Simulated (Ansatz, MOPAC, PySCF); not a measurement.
Molecule: I₂, charge -1, multiplicity 2. SMILES: I[I-]
Geometry from a B3LYP-D3(BJ)/def2-TZVP (Ansatz, a program for electronic structure) optimisation:
```xyz
2

I      0.0000     0.0000    -1.6652
I      0.0000     0.0000     1.6652
```
Charge -1, spin multiplicity 2.

Wanted: vertical ionisation energy to the singlet, in eV. Set-up: open shells spin-unrestricted; each state is the SCF solution reached for its charge and spin; def2 sets with scalar-relativistic core potentials past Kr; STO-3G and 3-21G all-electron and non-relativistic; frozen cores in correlated levels (noble-gas shells and the d and f shells of earlier blocks); LANL2DZ with its own core potentials from Na on; PM7 with its own dispersion and hydrogen-bond terms; no spin-orbit coupling. Ab initio and DFT rows: single points at B3LYP-D3(BJ) geometries (Ansatz). Semi-empirical rows: differences of heats of formation at the shared geometry for vertical values. Sets without +, aug- or the D of def2-TZVPD hold no diffuse functions, which anions need.

```tsv
level	program	vertical ionisation energy to the singlet (eV)
AM1	MOPAC	3.69
PM6	MOPAC	4.62
PM7	MOPAC	3.83
MNDO	MOPAC	3.93
HF/LANL2DZ	Ansatz	3.64
PBE/LANL2DZ	Ansatz	3.56
B3LYP/STO-3G	Ansatz	0.12
B3LYP/3-21G	Ansatz	3.27
B3LYP/LANL2DZ	Ansatz	3.69
M06-2X/LANL2DZ	PySCF	3.79
MP2/LANL2DZ	Ansatz	2.98
wB97M-V/def2-TZVPD	Ansatz	3.89
```

No value to compare with is used here. The 11 habitual levels span 0.12 (B3LYP/STO-3G) to 4.62 eV (PM6); wB97M-V/def2-TZVPD gives 3.89.

The levels are drawn from those run, B3LYP/6-31G* more often than the rest, none by its result; left out are runs that failed, that the program found above a lower state of the same kind, or whose <S^2> lies over 0.5 above the pure value.
